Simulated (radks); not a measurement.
The numbers below are computed, except where a source is named.
Ionisation of the iridium ion Ir+, [Xe] 4f14 5d7 6s1, to Ir2+, [Xe] 4f14 5d7, under several functionals. Dirac Kohn-Sham, spin-unpolarised, spherical densities, point nucleus; open shells fill j = l - 1/2 first; a radial shooting solver on a logarithmic mesh with Libxc functionals.

| functional | E(Ir+) (hartree) | Exc (hartree) | IE (eV) | -e(HOMO) (eV) | <r> HOMO (bohr) | IE error (eV) |
|---|---|---|---|---|---|---|
| exchange-only LDA | -17839.6471 | -330.4464 | 16.648 | 12.735 | 2.728 | -0.352 |
| XLYP | -17859.7292 | -350.7153 | 17.522 | 13.552 | 2.726 | +0.522 |
| PW91 | -17859.4601 | -350.4629 | 17.497 | 13.592 | 2.708 | +0.497 |
| HCTH/407 | -17868.0168 | -359.3925 | 17.410 | 13.511 | 2.723 | +0.410 |
| LDA (Slater exchange, VWN5 correlation) | -17847.6432 | -338.5326 | 17.784 | 13.853 | 2.692 | +0.784 |
| PBE | -17857.7201 | -348.7026 | 17.412 | 13.512 | 2.710 | +0.412 |
| B86b exchange with PBE correlation | -17859.0322 | -350.0275 | 17.440 | 13.541 | 2.707 | +0.440 |

NIST Atomic Spectra Database: 17.0 eV (semi-empirical). Closest: exchange-only LDA. The Delta-SCF values span 1.14 eV, the total energies 28.37 hartree. The highest occupied level is 6s1/2. Spin polarisation and multiplet splitting are left out, so open shells lie too high by an amount that depends on their filling.

Beside tabulated values, note that spin-unpolarised runs miss the spin-polarisation part of the exchange energy of open shells.
